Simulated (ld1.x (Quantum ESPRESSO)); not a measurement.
## Transferability test, ultrasoft potential for Pt (Z = 78)

platinum (Pt), ultrasoft, made with ld1.x (Quantum ESPRESSO) 7.5 (PBE, scalar-relativistic). Core [Kr] 4d10 4f14, reference 5s2 5p6 5d9 6s1 6p0. Waves: 5s (bound): rcut 1.20, rcutus 1.50 bohr; 6s (bound): rcut 1.20, rcutus 1.50 bohr; 5p (bound): rcut 1.45, rcutus 1.65 bohr; 6p (bound, empty): rcut 1.45, rcutus 1.65 bohr; 5d (bound): rcut 1.15, rcutus 1.25 bohr; 5d channel at -0.1 Ry: rcut 1.15, rcutus 1.25 bohr. Local part: all-electron potential smoothed inside 1.25 bohr (lloc = -2). Core correction: none. Augmentation charge: PSQ, inside the norm-conserving radii.

Energies are relative to the spin-unpolarised reference configuration 5s2 5p6 5d9 6s1 6p0; without spin polarisation the order of configurations can differ from experiment.

| valence configuration | charge | ΔE all-electron (eV) | error AE − PS (meV) |
| --- | --- | --- | --- |
| 5s2 5p6 5d9 6s0 6p0 | +1 | 9.194 | +1.2 |
| 5s2 5p6 5d8 6s0 6p0 | +2 | 29.160 | -2.0 |
| 5s2 5p6 5d7 6s0 6p0 | +3 | 61.376 | -7.7 |
| 5s2 5p6 5d10 6s0 6p0 | 0 | -0.018 | +2.4 |
| 5s2 5p6 5d6 6s0 6p0 | +4 | 107.029 | -14 |
| 5s2 5p6 5d9.5 6s0.5 6p0 | 0 | -0.123 | -0.2 |

What are ΔE and the potential's error for 5s2 5p6 5d8 6s2 6p0?

ΔE = 1.005 eV all-electron; the error (AE − PS) is +27 meV.

Levels in the configuration 5s2 5p6 5d8 6s0 6p0:

```
level  all-electron (eV)  pseudo (eV)
   5s           -122.766     -122.731
   5p            -76.844      -76.825
   5d            -25.878      -25.878
```
